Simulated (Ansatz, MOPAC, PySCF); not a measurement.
Complex: C2H4 (SMILES C=C) (first 6 atoms) with CHN (SMILES C#N); geometry from B3LYP-D3(BJ)/def2-TZVP.
(charge 0, multiplicity 1):
```xyz
9

C     -0.0870     0.6368     0.2230
C     -0.2279    -0.6784     0.1258
H      0.8824     1.1136     0.1394
H     -0.9366     1.2908     0.3792
H     -1.1986    -1.1542     0.1987
H      0.6205    -1.3315    -0.0411
C      0.2838    -0.3362     3.7729
N      0.4225    -0.4363     4.9067
H      0.1544    -0.2427     2.7130
```

Counterpoise-corrected where a basis set is named; no monomer relaxation. Rows marked so take none.

Rows in 6-31G* carry no dispersion term and start afresh at each structure (6-31G* with six Cartesian d functions). MP2/6-31G* freezes PySCF's default core. The state that PM6 reach isn't checked.

The values were computed with Ansatz (a first-principles code) with Gaussian orbitals; MOPAC for PM6 (differences of heats of formation); PySCF for 6-31G* rows. Each number belongs to the level named beside it.

### Question
What is the computed interaction energy (PM6)?

### Answer
-1.1 kcal/mol

### Question
What is the computed interaction energy (MP2/6-31G* (no counterpoise))?

### Answer
-3.2 kcal/mol

### Question
Estimate the interaction energy that PBE/def2-TZVPPD returns for this input.

### Answer
-2.1 kcal/mol
